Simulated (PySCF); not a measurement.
## Magnetic susceptibility: SMILES CN(C=C)C1CCC1, C₇H₁₃N

Geometry (Å), atoms numbered from 1 in this order:
```xyz
21

C     2.983   -0.338   -0.603
C     1.657   -0.395   -0.687
N     0.739    0.185    0.162
C     1.223    0.700    1.422
C    -0.587   -0.383    0.200
C    -1.723    0.575    0.611
C    -2.566    0.030   -0.550
C    -1.296   -0.588   -1.152
H     3.507    0.149    0.199
H     3.590   -0.780   -1.371
H     1.200   -0.908   -1.522
H     1.974    1.467    1.232
H     0.397    1.151    1.967
H     1.672   -0.084    2.046
H    -0.610   -1.303    0.806
H    -2.131    0.449    1.611
H    -1.442    1.614    0.458
H    -3.282   -0.723   -0.226
H    -3.078    0.767   -1.163
H    -0.867    0.043   -1.926
H    -1.371   -1.611   -1.514
```

Theory: PySCF, GIAO PBE0/pcSseg-1 magnetisability, rotational g tensor and spin-rotation constants, non-relativistic, gas phase. Geometry: GFN2-xTB.

Task: How diamagnetic is it, and how anisotropic?

Result: Isotropic -1371 × 10⁻³⁰ J/T², or -82.6 × 10⁻⁶ cm³/mol; principal values -1426, -1369, -1318 × 10⁻³⁰ J/T², anisotropy 93 × 10⁻³⁰ J/T² (root of half the summed squared differences of the principal values). The susceptibility is in cgs units.

Task: Split it along the inertial axes a, b, c into diamagnetic and paramagnetic parts about the centre of mass, with the quadrupole moment.

Result: 
```
axis  χ (10⁻⁶ cm³/mol)  diamagnetic (10⁻⁶ cm³/mol)  paramagnetic (10⁻⁶ cm³/mol)  summed x² of all electrons (Å²)  quadrupole Θ (D Å)
   a             -83.5                      -414.6                        331.1                            226.9               -2.64
   b             -82.1                     -1053.6                        971.4                             76.3               +4.51
   c             -82.1                     -1286.6                       1204.6                             21.4               -1.87
```
Anisotropies 2χaa − χbb − χcc = -2.8 and 2χbb − χaa − χcc = +1.3 × 10⁻⁶ cm³/mol. Θ is traceless in Buckingham's convention.

Task: And the rotational g tensor?

Result: 
```csv
axis,rotational constant (GHz),g,nuclear part,electronic part
a,4.3692,-0.0130,0.6665,-0.6795
b,1.3279,-0.0074,0.5986,-0.6060
c,1.0709,-0.0042,0.6019,-0.6060
```
Asymmetric top; isotopes 12C, 1H, 14N; no vibrational averaging.
